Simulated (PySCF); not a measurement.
# ZnN⁺ from Hartree–Fock to correlated methods

State: ³Σ⁻ (triplet), unpaired electrons π ↑↑. Set-up: basis Zn x2c-SVPall, N x2c-SVPall; spin-free X2C with a Gaussian nucleus; PySCF 2.14. De refers to Zn⁺ + N in their high-spin ground configurations, without counterpoise correction. The functionals are run spin-unrestricted. A positive dipole points towards N; it is taken about the centre of mass and depends on that origin. Levels whose curve was spin-contaminated or gave no clean fit are not listed.

```tsv
Level	Re (Å)	ωe (cm⁻¹)	De (eV)	μ (D)	CPU s a point (SCF and correlation, without the integrals)
ROHF	1.947	553	-1.23	-4.53	0.1
ROHF-MP2	1.947	533	0.414	n/a	0.22
ROHF-SCS-MP2	1.966	508	0.456	n/a	n/a
ROHF-CCSD	2.037	396	0.66	n/a	n/a
ROHF-CCSD(T)	2.046	390	0.85	n/a	16
PBE	1.955	478	1.61	-2.08	0.68
PBEsol	1.935	492	1.70	-2.04	0.51
revPBE	1.974	459	1.41	-2.11	0.5
```

(1) Which functional lies closest to ROHF-CCSD(T) in De, which farthest, and by how much do they differ from it?

(2) What does second-order correlation do here, going from ROHF to ROHF-MP2?

(3) What does the triples do here, going from ROHF-CCSD to ROHF-CCSD(T)?

Correlated steps freeze 6 core orbitals. Correlated levels converge slowly with the basis: in double zeta they bind strong bonds too weakly, by up to about 1 eV, and carry superposition errors of some tenths. For an ion De counts to the pair picked by the measured ionisation energies or electron affinities, which need not be the lowest pair at this level. The CCSD T1 diagnostic is raised, a sign that a single reference may not be enough here. UHF is strongly spin-contaminated for ZnN⁺, so the ROHF reference used there is far from stable. A negative De means that the minimum lies above the separated atoms at that level. The state was picked by a PBE0 search and need not be the measured ground state.

The whole job (state search and all levels along the bond) took about 3.7 min on 1 thread of Arm Neoverse V1 (shared host), peak memory 0.58 GiB.

Results:

(1) Closest is revPBE (-7.2 pm in Re, +17.7 % in ωe, +0.56 eV in De against ROHF-CCSD(T) in the same basis), farthest PBEsol (-11.1 pm in Re, +26.2 % in ωe, +0.85 eV in De). CCSD(T) converges more slowly with the basis than the functionals do and binds too weakly in this one, so the order can change at the basis-set limit.

(2) ROHF-MP2 less ROHF: +0.0 pm in Re, -3.6 % in ωe, +1.64 eV in De. Correlation nearly always deepens the well. The bond length hardly moves.

(3) ROHF-CCSD(T) less ROHF-CCSD: +0.9 pm in Re, -1.5 % in ωe, +0.19 eV in De. Correlation nearly always deepens the well. The bond lengthens, as in strong covalent bonds, where excitations into antibonding orbitals dominate.
